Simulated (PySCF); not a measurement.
# Reading the logs of faulty runs: F2H3Si2 cation

All numbers below are calculated, not measured. They come from PySCF 2.14.0, an open-source quantum chemistry program, on an isolated molecule that a program drew, which may never have been made. The molecule is F2H3Si2 cation (charge +1, singlet), drawn as the SMILES string `F[SiH](F)[SiH2+]`.

Each row is a Hartree-Fock (HF) and frozen-core CCSD(T) single point in the cc-pV(D+d)Z basis, meant for a local HF minimum. Run 1 is clean. Each other run has one planted mistake out of seven kinds, and not every kind appears here: one electron removed, one electron added, multiplicity raised by two, geometry at a saddle point, minimal basis STO-3G, one bond length entered in bohr, all coordinates scaled. The reference is restricted for singlets and unrestricted otherwise, and also for a bond in bohr. Adding or removing an electron swaps singlet and doublet. Electrons count all cores. HOMO and LUMO are orbital energies over both spins, the gradient is its largest component, and the lowest frequency (negative if imaginary) is given only where the gradient is small. Bond lengths are over the 6 bonds as drawn. T1 is the CCSD diagnostic: over 0.02 (restricted) or 0.045 (unrestricted) a single reference is doubtful.

Geometry of the clean run:
```xyz
7
F2H3Si2 cation, angstrom
F     2.6142   -1.6319    1.1312
Si    2.0841   -0.1428    1.1378
F     1.7493    0.3668   -0.3204
Si   -0.1350   -0.4439    2.0491
H     2.9163    0.7701    1.8984
H    -1.1019   -1.3212    1.3801
H    -0.6350    0.1974    3.2704
```

| run | electrons | basis functions | <S^2> | HOMO (eV) | LUMO (eV) | gradient (hartree/bohr) | lowest frequency (cm^-1) | mean bond (Å) | longest bond (Å) | T1 | HF (hartree) | CCSD(T) (hartree) | mistake |
|---|---|---|---|---|---|---|---|---|---|---|---|---|---|
| 1 | 48 | 89 | 0.000 | -17.91 | -6.46 | 1.7e-05 | 47 | 1.6607 | 2.418 | 0.0143 | -778.30378 | -778.88886 | no fault |
| 2 | 48 | 89 | 0.867 | -16.48 | -6.70 | 1.1e-02 | - | 1.8782 | 2.773 | 0.0367 | -778.19557 | -778.76827 | one bond length entered in bohr |
| 3 | 47 | 89 | 0.777 | -26.30 | -16.14 | 8.3e-02 | - | 1.6607 | 2.418 | 0.0251 | -777.67816 | -778.25792 | one electron removed |
| 4 | 48 | 89 | 0.000 | -17.51 | -6.44 | 6.9e-02 | - | 1.7885 | 2.604 | 0.0163 | -778.26653 | -778.86379 | all coordinates scaled |
| 5 | 48 | 89 | 2.011 | -14.88 | -9.08 | 5.7e-02 | - | 1.6607 | 2.418 | 0.0202 | -778.19192 | -778.77869 | ? |

**Which mistake was planted in run 5, and what did it cost?**

Electrons, basis and geometry are unchanged, and <S^2> is 2.011, beside S(S+1) = 2.00 for a multiplicity of 3. So the mistake is: multiplicity raised by two. Subtracting run 1 and multiplying by 627.51 kcal/mol a hartree, the energy moved by 70.2 kcal/mol in HF and 69.1 kcal/mol in CCSD(T).

